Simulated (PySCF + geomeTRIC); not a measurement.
Method: BP86-D3(BJ)/def2-SVP (PySCF + geomeTRIC). fastk is a local helper that only speeds up exchange builds. No frequencies were computed at this level.

```python
import json, numpy as np
from pyscf import gto, dft
from fastk import lowrank_exchange
atoms = """
Mo     0.012947     0.011921    -0.026223
O     -1.582455    -0.252948     0.264553
O      0.910550    -0.528835     1.239426
O      0.277719     1.743197    -0.214583
H      0.347336     2.698926    -0.124253
O      0.482155    -0.871747    -1.475993
H      0.677265    -1.521618    -2.158666
"""
def scf(charge, spin, dm0=None):
    mol = gto.M(atom=atoms, basis='def2-svp', ecp={'Mo': 'def2-svp'}, charge=charge, spin=spin, verbose=3, max_memory=10080)
    mf = dft.KS(mol, xc='bp86').density_fit(auxbasis="def2-universal-jkfit")
    mf.disp = 'd3bj'
    mf.grids.level = 3
    mf.conv_tol = 1e-8
    mf.max_cycle = 120
    mf.level_shift = 0.25
    mf.kernel(dm0)
    if not mf.converged:
        mf = mf.newton().run(mf.mo_coeff, mf.mo_occ).undo_soscf()
    return mf
mf = scf(0, 0)
from pyscf.geomopt.geometric_solver import kernel as optimize
path = []
done, mol = optimize(mf, maxsteps=120, assert_convergence=False, callback=lambda env: path.append((env["energy"], bool(env["g_scanner"].converged))))
res = dict(converged=bool(done and path[-1][1]), energy=path[-1][0], path=[e for e, c in path], xyz=mol.atom_coords(unit="Angstrom").tolist(), nao=mol.nao)
json.dump(res, open("result.json", "w"))
```

Output:

```
converged SCF energy = -370.341893158203
Geometry optimization cycle 1
converged SCF energy = -370.341893154558
cycle 1: E = -370.341893155  dE = -370.342  norm(grad) = 0.152973
Geometry optimization cycle 2
converged SCF energy = -370.361268151382
cycle 2: E = -370.361268151  dE = -0.019375  norm(grad) = 0.0465638
Geometry optimization cycle 3
converged SCF energy = -370.363570813157
cycle 3: E = -370.363570813  dE = -0.00230266  norm(grad) = 0.0132333
Geometry optimization cycle 4
converged SCF energy = -370.364436723938
cycle 4: E = -370.364436724  dE = -0.000865911  norm(grad) = 0.0136751
Geometry optimization cycle 5
converged SCF energy = -370.366534470997
cycle 5: E = -370.366534471  dE = -0.00209775  norm(grad) = 0.0392036
Geometry optimization cycle 6
converged SCF energy = -370.366233642822
cycle 6: E = -370.366233643  dE = 0.000300828  norm(grad) = 0.0596498
Geometry optimization cycle 7
converged SCF energy = -370.369571936302
cycle 7: E = -370.369571936  dE = -0.00333829  norm(grad) = 0.0297118
Geometry optimization cycle 8
converged SCF energy = -370.370575230534
cycle 8: E = -370.370575231  dE = -0.00100329  norm(grad) = 0.0121001
Geometry optimization cycle 9
converged SCF energy = -370.370877656934
cycle 9: E = -370.370877657  dE = -0.000302426  norm(grad) = 0.000661946
Geometry optimization cycle 10
converged SCF energy = -370.370878240795
cycle 10: E = -370.370878241  dE = -5.8386e-07  norm(grad) = 0.000387079
Geometry optimization cycle 11
converged SCF energy = -370.37087437876
cycle 11: E = -370.370874379  dE = 3.86203e-06  norm(grad) = 0.000702606
Geometry optimization cycle 12
converged SCF energy = -370.370870103555
cycle 12: E = -370.370870104  dE = 4.2752e-06  norm(grad) = 0.000977271
Geometry optimization cycle 13
converged SCF energy = -370.370868782639
cycle 13: E = -370.370868783  dE = 1.32092e-06  norm(grad) = 0.00105372
Geometry optimization cycle 14
converged SCF energy = -370.370872785766
cycle 14: E = -370.370872786  dE = -4.00313e-06  norm(grad) = 0.000615706
Geometry optimization cycle 15
converged SCF energy = -370.370876519146
cycle 15: E = -370.370876519  dE = -3.73338e-06  norm(grad) = 0.000314635
Geometry optimization cycle 16
converged SCF energy = -370.370879087823
cycle 16: E = -370.370879088  dE = -2.56868e-06  norm(grad) = 0.000219646
Geometry optimization cycle 17
converged SCF energy = -370.370880551352
cycle 17: E = -370.370880551  dE = -1.46353e-06  norm(grad) = 0.000174759
Geometry optimization cycle 18
converged SCF energy = -370.37088219338
cycle 18: E = -370.370882193  dE = -1.64203e-06  norm(grad) = 0.000262122
Geometry optimization cycle 19
converged SCF energy = -370.370882869444
cycle 19: E = -370.370882869  dE = -6.76064e-07  norm(grad) = 0.000240774
<class 'geometric.internal.Distance'> : 6
<class 'geometric.internal.Angle'> : 6
<class 'geometric.internal.LinearAngle'> : 4
<class 'geometric.internal.TranslationX'> : 1
<class 'geometric.internal.TranslationY'> : 1
<class 'geometric.internal.TranslationZ'> : 1
<class 'geometric.internal.RotationA'> : 1
<class 'geometric.internal.RotationB'> : 1
<class 'geometric.internal.RotationC'> : 1
Step    0 : Gradient = 5.782e-02/8.090e-02 (rms/max) Energy = -370.3418931546
Step    1 : Displace = 9.924e-02/1.102e-01 (rms/max) Trust = 1.000e-01 (=) Grad = 1.760e-02/2.590e-02 (rms/max) E (change) = -370.3612681514 (-1.937e-02) Quality = 0.565
Step    2 : Displace = 2.203e-02/2.742e-02 (rms/max) Trust = 1.000e-01 (=) Grad = 5.002e-03/6.629e-03 (rms/max) E (change) = -370.3635708132 (-2.303e-03) Quality = 1.299
Step    3 : Displace = 2.547e-02/3.852e-02 (rms/max) Trust = 1.414e-01 (+) Grad = 5.169e-03/7.475e-03 (rms/max) E (change) = -370.3644367239 (-8.659e-04) Quality = 1.556
Step    4 : Displace = 9.034e-02/1.407e-01 (rms/max) Trust = 2.000e-01 (+) Grad = 1.482e-02/2.053e-02 (rms/max) E (change) = -370.3665344710 (-2.098e-03) Quality = 1.482
Step    5 : Displace = 1.664e-01/2.656e-01 (rms/max) Trust = 2.828e-01 (+) Grad = 2.255e-02/3.275e-02 (rms/max) E (change) = -370.3662336428 (+3.008e-04) Quality = -0.149
Step    6 : Displace = 8.442e-02/1.372e-01 (rms/max) Trust = 8.318e-02 (-) Grad = 1.123e-02/1.570e-02 (rms/max) E (change) = -370.3695719363 (-3.338e-03) Quality = 0.970
Step    7 : Displace = 2.254e-02/3.266e-02 (rms/max) Trust = 1.176e-01 (+) Grad = 4.573e-03/6.042e-03 (rms/max) E (change) = -370.3705752305 (-1.003e-03) Quality = 1.433
Step    8 : Displace = 3.156e-02/4.865e-02 (rms/max) Trust = 1.664e-01 (+) Grad = 2.502e-04/4.391e-04 (rms/max) E (change) = -370.3708776569 (-3.024e-04) Quality = 0.981
Step    9 : Displace = 2.021e-03/2.908e-03 (rms/max) Trust = 2.353e-01 (+) Grad = 1.463e-04/2.101e-04 (rms/max) E (change) = -370.3708782408 (-5.839e-07) Quality = 0.261
Step   10 : Displace = 5.698e-03/8.092e-03 (rms/max) Trust = 2.353e-01 (=) Grad = 2.656e-04/3.833e-04 (rms/max) E (change) = -370.3708743788 (+3.862e-06) Quality = -0.524
Step   11 : Displace = 2.592e-03/3.813e-03 (rms/max) Trust = 2.849e-03 (-) Grad = 3.694e-04/5.328e-04 (rms/max) E (change) = -370.3708701036 (+4.275e-06) Quality = -0.783
Step   12 : Displace = 1.415e-03/2.200e-03 (rms/max) Trust = 1.296e-03 (-) Grad = 3.983e-04/7.032e-04 (rms/max) E (change) = -370.3708687826 (+1.321e-06) Quality = -0.092
Step   13 : Displace = 1.533e-03/1.960e-03 (rms/max) Trust = 6.479e-04 (-) Grad = 2.327e-04/3.769e-04 (rms/max) E (change) = -370.3708727858 (-4.003e-06) Quality = 1.239
Step   14 : Displace = 1.979e-03/2.593e-03 (rms/max) Trust = 9.163e-04 (+) Grad = 1.189e-04/2.115e-04 (rms/max) E (change) = -370.3708765191 (-3.733e-06) Quality = 1.096
Step   15 : Displace = 2.068e-03/2.839e-03 (rms/max) Trust = 1.296e-03 (+) Grad = 8.302e-05/1.279e-04 (rms/max) E (change) = -370.3708790878 (-2.569e-06) Quality = 0.923
Step   16 : Displace = 1.874e-03/2.703e-03 (rms/max) Trust = 1.833e-03 (+) Grad = 6.605e-05/9.755e-05 (rms/max) E (change) = -370.3708805514 (-1.464e-06) Quality = 0.289
Step   17 : Displace = 1.941e-03/2.626e-03 (rms/max) Trust = 1.833e-03 (=) Grad = 9.907e-05/1.544e-04 (rms/max) E (change) = -370.3708821934 (-1.642e-06) Quality = 0.070
Step   18 : Displace = 9.436e-04/1.255e-03 (rms/max) Trust = 9.163e-04 (-) Grad = 9.100e-05/1.389e-04 (rms/max) E (change) = -370.3708828694 (-6.761e-07) Quality = 0.061
Converged! =D
```

Cost: very roughly 5 core-minutes.
